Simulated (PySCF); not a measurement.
**Correlation energy of Mg (magnesium, neutral)**

[Ne] 3s1 3d1, high-spin 3D determinant (an excited configuration). All numbers are calculated (PySCF 2.14, the non-relativistic Hamiltonian (point nucleus), in aug-cc-pVTZ with one added diffuse shell each of s, p, d, f type (7s6p4d3f, 66 functions)). Frozen: [Ne]; 2 electrons correlated.

With two correlated electrons CCSD is exact within the correlated space (frozen core and kept virtual orbitals).

| level | correlation energy (mhartree) |
| --- | --- |
| CCSD | -4.39 |

Diagnostics: T1 = 0.027, D1 = 0.0537, largest double amplitude 0.049.

The outer electron is Rydberg-like, and this basis confines it to a smaller radius and binds it less than a complete one would.

Cost of the coupled-cluster step: of the order of 2.2 core-seconds, for 2 correlated electrons.
